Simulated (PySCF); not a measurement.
# Computed records: Al2FH2N, AlBH4N2, CH5Al2N, CH3Al2N and others

Calculation on a computer-drawn molecule: the log of a Hartree-Fock and frozen-core CCSD(T) single point meant for a local Hartree-Fock minimum, with one planted fault or none, to be diagnosed. Offsets are logged minus clean, where the clean run is the same molecule without the fault. The reference is restricted for singlets and unrestricted otherwise, and also for a bond in bohr or an excited solution. Adding or removing an electron swaps singlet and doublet. The excited solution moves the top pair (singlet) or top alpha electron (doublet) to the lowest empty orbital. Highest occupied and lowest empty are orbital energies over both spins, largest force is the largest gradient component, triples share is (T) over the correlation energy, the T1 limit is 0.02 restricted and 0.045 unrestricted, electrons count all cores, a negative frequency is imaginary (commonest isotopes), and the dipole is about the centre of nuclear charge. Program: PySCF 2.14.0.

Common to all runs: meant basis cc-pV(D+d)Z; logged SCF converged yes; possible faults no fault, one electron removed, one electron added, multiplicity raised by two, geometry at a saddle point, SCF held on an excited solution, minimal basis STO-3G, one bond length entered in bohr, all coordinates scaled.

(1) 
```xyz
6
formula=Al2FH2N meant_charge=0 meant_multiplicity=1 logged_electrons=44 logged_basis_functions=84 logged_spin_squared=0 logged_highest_occupied=-4.207 logged_lowest_empty=-5.2095 logged_largest_force=0.24441 logged_CC_converged=no logged_dipole_magnitude=11.276 logged_SCF_stable_within_its_kind=no logged_energy_HF=-638.54534 planted_fault=SCF_held_on_an_excited_solution HF_energy_offset_from_clean_run=238.4
N     -3.1128    -2.4925    -0.6865
Al    -1.6848    -2.2175    -1.3522
Al     0.6538    -1.7508    -2.3152
F      0.7792    -1.8681    -3.9593
H     -4.0079    -2.6691    -0.2995
H      1.9426    -1.3742    -1.5086
```

Units: logged_highest_occupied, logged_lowest_empty in eV; logged_largest_force in hartree/bohr; logged_dipole_magnitude in debye; logged_energy_HF in hartree; HF_energy_offset_from_clean_run in kcal/mol.

Drawn bonds:
| atom | other atom | order |
| --- | --- | --- |
| 1 | 2 | 2 |
| 2 | 3 | 1 |
| 3 | 4 | 1 |
| 1 | 5 | 1 |
| 3 | 6 | 1 |

Notes: CCSD not converged.

(2) 
```xyz
6
formula=Al2FH2N meant_charge=0 meant_multiplicity=1 logged_electrons=45 logged_basis_functions=84 logged_spin_squared=0.7703 logged_highest_occupied=-0.90464 logged_lowest_empty=5.9488 logged_largest_force=0.034248 logged_T1_diagnostic=0.022889 logged_D1_diagnostic=0.075085 logged_triples_share=0.029109 logged_CC_converged=yes logged_dipole_magnitude=0.51351 logged_SCF_stable_within_its_kind=yes logged_energy_HF=-638.94219 logged_energy_CCSD(T)=-639.46505 planted_fault=one_electron_added HF_energy_offset_from_clean_run=-10.59 CCSD(T)_energy_offset_from_clean_run=-12.74
N     -3.1128    -2.4925    -0.6865
Al    -1.6848    -2.2175    -1.3522
Al     0.6538    -1.7508    -2.3152
F      0.7792    -1.8681    -3.9593
H     -4.0079    -2.6691    -0.2995
H      1.9426    -1.3742    -1.5086
```

Units: logged_highest_occupied, logged_lowest_empty in eV; logged_largest_force in hartree/bohr; logged_dipole_magnitude in debye; logged_energy_HF, logged_energy_CCSD(T) in hartree; HF_energy_offset_from_clean_run, CCSD(T)_energy_offset_from_clean_run in kcal/mol.

Drawn bonds:
| atom | other atom | order |
| --- | --- | --- |
| 1 | 2 | 2 |
| 2 | 3 | 1 |
| 3 | 4 | 1 |
| 1 | 5 | 1 |
| 3 | 6 | 1 |

(3) 
```xyz
8
formula=AlBH4N2 meant_charge=0 meant_multiplicity=1 logged_electrons=36 logged_basis_functions=85 logged_spin_squared=2.0594 logged_highest_occupied=-4.8154 logged_lowest_empty=0.90934 logged_largest_force=0.1298 logged_T1_diagnostic=0.021899 logged_D1_diagnostic=0.072182 logged_triples_share=0.028147 logged_CC_converged=yes logged_dipole_magnitude=1.8575 logged_SCF_stable_within_its_kind=yes logged_energy_HF=-377.7545 logged_energy_CCSD(T)=-378.24418 planted_fault=multiplicity_raised_by_two HF_energy_offset_from_clean_run=42.34 CCSD(T)_energy_offset_from_clean_run=73.89
N      0.4856     2.7092    -1.7603
Al     0.7766     1.1520    -1.5294
B      1.1332    -0.9501    -1.2743
N      0.6443    -1.8864    -2.1691
H      0.3181     3.6777    -1.8830
H      1.7713    -1.3453    -0.3375
H      0.8080    -2.8671    -2.0545
H      0.1034    -1.6712    -2.9805
```

Units: logged_highest_occupied, logged_lowest_empty in eV; logged_largest_force in hartree/bohr; logged_dipole_magnitude in debye; logged_energy_HF, logged_energy_CCSD(T) in hartree; HF_energy_offset_from_clean_run, CCSD(T)_energy_offset_from_clean_run in kcal/mol.

Drawn bonds:
| atom | other atom | order |
| --- | --- | --- |
| 1 | 2 | 2 |
| 2 | 3 | 1 |
| 3 | 4 | 1 |
| 1 | 5 | 1 |
| 3 | 6 | 1 |
| 4 | 7 | 1 |
| 4 | 8 | 1 |

(4) 
```xyz
9
formula=CH5Al2N meant_charge=0 meant_multiplicity=1 logged_electrons=45 logged_basis_functions=99 logged_spin_squared=0.7656 logged_highest_occupied=0.073119 logged_lowest_empty=5.816 logged_largest_force=0.029789 logged_T1_diagnostic=0.020592 logged_D1_diagnostic=0.064683 logged_triples_share=0.034526 logged_CC_converged=yes logged_dipole_magnitude=6.2518 logged_SCF_stable_within_its_kind=yes logged_energy_HF=-579.00007 logged_energy_CCSD(T)=-579.51383 planted_fault=one_electron_added HF_energy_offset_from_clean_run=12.37 CCSD(T)_energy_offset_from_clean_run=3.403
N      0.2139     3.3322    -2.1734
Al    -0.3477     1.8823    -1.8165
C     -1.1532     0.1782    -1.3968
Al    -3.1121     0.0788    -1.3695
H      0.6173     4.2101    -2.3894
H     -0.7586    -0.5283    -2.1391
H     -0.7565    -0.1039    -0.4124
H     -3.8861    -0.2871    -2.6960
H     -3.8818     0.3704    -0.0223
```

Units: logged_highest_occupied, logged_lowest_empty in eV; logged_largest_force in hartree/bohr; logged_dipole_magnitude in debye; logged_energy_HF, logged_energy_CCSD(T) in hartree; HF_energy_offset_from_clean_run, CCSD(T)_energy_offset_from_clean_run in kcal/mol.

Drawn bonds:
| atom | other atom | order |
| --- | --- | --- |
| 1 | 2 | 2 |
| 2 | 3 | 1 |
| 3 | 4 | 1 |
| 1 | 5 | 1 |
| 3 | 6 | 1 |
| 3 | 7 | 1 |
| 4 | 8 | 1 |
| 4 | 9 | 1 |

Notes: highest electron not bound in this basis.

(5) 
```xyz
9
formula=CH5Al2N meant_charge=0 meant_multiplicity=1 logged_electrons=44 logged_basis_functions=99 logged_spin_squared=0.9183 logged_highest_occupied=-8.1054 logged_lowest_empty=0.38915 logged_largest_force=0.039514 logged_T1_diagnostic=0.03905 logged_D1_diagnostic=0.19305 logged_triples_share=0.035735 logged_CC_converged=yes logged_dipole_magnitude=3.3919 logged_SCF_stable_within_its_kind=yes logged_energy_HF=-578.90852 logged_energy_CCSD(T)=-579.38365 planted_fault=one_bond_length_entered_in_bohr,row_3_of_the_drawn_bonds HF_energy_offset_from_clean_run=69.82 CCSD(T)_energy_offset_from_clean_run=85.09
N      0.2139     3.3322    -2.1734
Al    -0.3477     1.8823    -1.8165
C     -1.1532     0.1782    -1.3968
Al    -4.8550    -0.0097    -1.3452
H      0.6173     4.2101    -2.3894
H     -0.7586    -0.5283    -2.1391
H     -0.7565    -0.1039    -0.4124
H     -5.6290    -0.3755    -2.6717
H     -5.6247     0.2819     0.0020
```

Units: logged_highest_occupied, logged_lowest_empty in eV; logged_largest_force in hartree/bohr; logged_dipole_magnitude in debye; logged_energy_HF, logged_energy_CCSD(T) in hartree; HF_energy_offset_from_clean_run, CCSD(T)_energy_offset_from_clean_run in kcal/mol.

Drawn bonds:
| atom | other atom | order |
| --- | --- | --- |
| 1 | 2 | 2 |
| 2 | 3 | 1 |
| 3 | 4 | 1 |
| 1 | 5 | 1 |
| 3 | 6 | 1 |
| 3 | 7 | 1 |
| 4 | 8 | 1 |
| 4 | 9 | 1 |

(6) 
```xyz
7
formula=CH3Al2N meant_charge=0 meant_multiplicity=1 logged_electrons=42 logged_basis_functions=89 logged_spin_squared=0 logged_highest_occupied=-8.1661 logged_lowest_empty=0.78952 logged_largest_force=3.238e-05 logged_lowest_frequency=87.256 logged_T1_diagnostic=0.02179 logged_D1_diagnostic=0.057015 logged_triples_share=0.037057 logged_CC_converged=yes logged_dipole_magnitude=3.7725 logged_SCF_stable_within_its_kind=yes logged_energy_HF=-577.84252 logged_energy_CCSD(T)=-578.31624 planted_fault=no_fault HF_energy_offset_from_clean_run=0 CCSD(T)_energy_offset_from_clean_run=0
N     -2.9324    -0.3197    -1.9085
Al    -1.6883    -0.8255    -1.0448
C     -0.1896    -1.2780     0.0810
Al     0.4858     0.0322     1.4512
H     -3.7036    -0.0638    -2.4741
H     -0.4544    -2.2067     0.6130
H      0.6529    -1.5227    -0.5868
```

Units: logged_highest_occupied, logged_lowest_empty in eV; logged_largest_force in hartree/bohr; logged_lowest_frequency in cm⁻¹; logged_dipole_magnitude in debye; logged_energy_HF, logged_energy_CCSD(T) in hartree; HF_energy_offset_from_clean_run, CCSD(T)_energy_offset_from_clean_run in kcal/mol.

Drawn bonds:
| atom | other atom | order |
| --- | --- | --- |
| 1 | 2 | 2 |
| 2 | 3 | 1 |
| 3 | 4 | 1 |
| 1 | 5 | 1 |
| 3 | 6 | 1 |
| 3 | 7 | 1 |

Notes: T1 above single-reference limit.

(7) 
```xyz
7
formula=Al2H3N2 meant_charge=0 meant_multiplicity=2 logged_electrons=43 logged_basis_functions=89 logged_spin_squared=0.7546 logged_highest_occupied=-8.6616 logged_lowest_empty=0.71774 logged_largest_force=1.623e-05 logged_lowest_frequency=102.6 logged_T1_diagnostic=0.021734 logged_D1_diagnostic=0.053234 logged_triples_share=0.033603 logged_CC_converged=yes logged_dipole_magnitude=3.4323 logged_SCF_stable_within_its_kind=yes logged_energy_HF=-594.46846 logged_energy_CCSD(T)=-594.95436 planted_fault=no_fault HF_energy_offset_from_clean_run=0 CCSD(T)_energy_offset_from_clean_run=0
N      0.0582     1.0483    -0.2158
Al     0.3258     0.1137     1.0440
N      0.6072    -0.9184     2.4484
Al    -0.3886    -1.2124     3.9191
H     -0.1248     1.6347    -0.9911
H      1.4758    -1.4357     2.4279
H      0.1947    -2.2287     4.9946
```

Units: logged_highest_occupied, logged_lowest_empty in eV; logged_largest_force in hartree/bohr; logged_lowest_frequency in cm⁻¹; logged_dipole_magnitude in debye; logged_energy_HF, logged_energy_CCSD(T) in hartree; HF_energy_offset_from_clean_run, CCSD(T)_energy_offset_from_clean_run in kcal/mol.

Drawn bonds:
| atom | other atom | order |
| --- | --- | --- |
| 1 | 2 | 2 |
| 2 | 3 | 1 |
| 3 | 4 | 1 |
| 1 | 5 | 1 |
| 3 | 6 | 1 |
| 4 | 7 | 1 |

(8) 
```xyz
7
formula=AlH3NOSi meant_charge=1 meant_multiplicity=1 logged_electrons=44 logged_basis_functions=31 logged_spin_squared=0 logged_highest_occupied=-9.5944 logged_lowest_empty=-1.2743 logged_largest_force=0.083623 logged_T1_diagnostic=0.046562 logged_D1_diagnostic=0.16651 logged_triples_share=0.077839 logged_CC_converged=yes logged_dipole_magnitude=7.8004 logged_SCF_stable_within_its_kind=yes logged_energy_HF=-653.69135 logged_energy_CCSD(T)=-653.95103 planted_fault=minimal_basis_STO-3G HF_energy_offset_from_clean_run=4998 CCSD(T)_energy_offset_from_clean_run=5171
N      0.2967    -0.4405     3.3590
Al    -0.4719    -0.1212     1.9996
O     -0.9390    -0.2091     0.3285
Si    -1.2243    -0.4198    -1.1876
H      0.4681    -0.2913     4.3287
H     -0.3763    -1.3310    -1.9434
H     -2.3321     0.3083    -1.7892
```

Units: logged_highest_occupied, logged_lowest_empty in eV; logged_largest_force in hartree/bohr; logged_dipole_magnitude in debye; logged_energy_HF, logged_energy_CCSD(T) in hartree; HF_energy_offset_from_clean_run, CCSD(T)_energy_offset_from_clean_run in kcal/mol.

Drawn bonds:
| atom | other atom | order |
| --- | --- | --- |
| 1 | 2 | 2 |
| 2 | 3 | 1 |
| 3 | 4 | 1 |
| 1 | 5 | 1 |
| 4 | 6 | 1 |
| 4 | 7 | 1 |

Notes: T1 above single-reference limit.
